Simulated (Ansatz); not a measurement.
`[I][Al]1[NH]C[O]1` and `C1[NH][AlH][O]1` differ in one atom or group.

Ansatz, PBE0-D4/def2-TZVP geometries, multiplicity 1. 

Elements past krypton have def2 core potentials.  Spin–orbit coupling is left out; it splits and shifts lone-pair levels of the heavy atoms by tenths of an eV.

```tsv
property	`[I][Al]1[NH]C[O]1`
ideal-gas entropy at 298 K and 1 bar (rigid rotor, harmonic PBE0-D4/def2-TZVP) / J/(mol·K)	342
LUMO energy (PBE/def2-TZVPP) / eV	-1.77
size of the dipole moment (B3LYP/def2-TZVPP) / D	1.86
LUMO energy (ωB97M-V/def2-TZVPP) / eV	0.72
HOMO energy (B3LYP/def2-TZVPP) / eV	-6.79
HOMO–LUMO gap (B3LYP/def2-TZVPP) / eV	5.59
```

What does the change do to each property? (Best estimate.)

The calculation gave: 
```
                                                                                  property  `C1[NH][AlH][O]1`  shift
ideal-gas entropy at 298 K and 1 bar (rigid rotor, harmonic PBE0-D4/def2-TZVP) / J/(mol·K)                286    -56
                                                         LUMO energy (PBE/def2-TZVPP) / eV              -1.12   0.65
                                          size of the dipole moment (B3LYP/def2-TZVPP) / D               1.91   0.05
                                                     LUMO energy (ωB97M-V/def2-TZVPP) / eV               1.16   0.44
                                                       HOMO energy (B3LYP/def2-TZVPP) / eV              -6.60   0.19
                                                     HOMO–LUMO gap (B3LYP/def2-TZVPP) / eV               5.99   0.40
```

With PBE0 the HOMO rises by 0.20 eV and the LUMO rises by 0.57 eV, so the gap widens by about 0.37 eV. PBE moves the HOMO by 0.17 eV and ωB97M-V by 0.19 eV. Dipoles are sizes alone; their direction can turn.

Positive LUMOs are unbound, so they and the gaps depend on the basis.

B3LYP here is the variant with VWN-RPA as its local correlation; programs differ in this.
